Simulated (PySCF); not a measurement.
Functional dependence of a UV spectrum

Species: C2H7GeN.
SMILES: `C/N=[CH]\[GeH3]`

Linear-response calculations in the def2-SVPD basis (PySCF; singlets by full response, triplets Tamm–Dancoff, core orbitals frozen in the response; HF means time-dependent Hartree–Fock). 'Strongest' is the level of largest summed f among the singlets computed (10 roots, of which the last may lack a degenerate partner); it can jump between rows when another state enters that window. S1 is the lowest singlet of each run and needn't be the same state throughout; f(S1) is that of one state. Geometry: PBE0-D3(BJ)/def2-SVP; no solvent, vibrations or thermal averaging. The LDA/def2-SVPD calculation is non-relativistic and has no spin–orbit coupling, an omission that weighs most on germanium.

```csv
functional,kind,S1 (eV),f(S1),strongest (eV),T1 (eV),HOMO (eV),gap (eV),"ionisation energy, ΔSCF (eV)"
LDA,LDA,3.90,0.000,6.47,3.27,-5.67,3.54,8.94
PBE,GGA,3.97,0.000,6.56,3.25,-5.58,3.65,8.79
B3LYP,"global hybrid, 20% exact exchange",4.13,0.000,7.06,3.40,-6.71,5.57,8.99
PBE0,"global hybrid, 25% exact exchange",4.17,0.000,7.20,3.38,-6.92,6.02,8.95
BHandHLYP,"global hybrid, 50% exact exchange",4.33,0.000,7.52,3.55,-8.20,8.40,8.95
CAM-B3LYP,range-separated hybrid,4.22,0.000,7.39,3.47,-8.27,8.52,9.07
wB97X-D,range-separated hybrid,4.23,0.000,7.49,3.52,-8.76,9.69,9.02
LC-wPBE,range-separated hybrid,4.31,0.000,7.79,3.48,-9.56,10.99,9.14
HF,Hartree–Fock,4.62,0.000,7.60,3.74,-10.25,12.35,not settled
```

S1 runs from 3.90 eV (LDA) to 4.62 eV (HF), a spread of 0.72 eV, while the orbital gap spreads over 8.8 eV. Along PBE (0%), B3LYP (20%), PBE0 (25%), BHandHLYP (50%), HF (100%) S1 rises with the share of exact exchange. −ε(HOMO) comes closest to its own ΔSCF ionisation energy with wB97X-D (-0.26 eV) and misses most with LDA (-3.27 eV). 'Not settled' means that the ion's SCF failed to converge or may have ended in another state than the lowest.
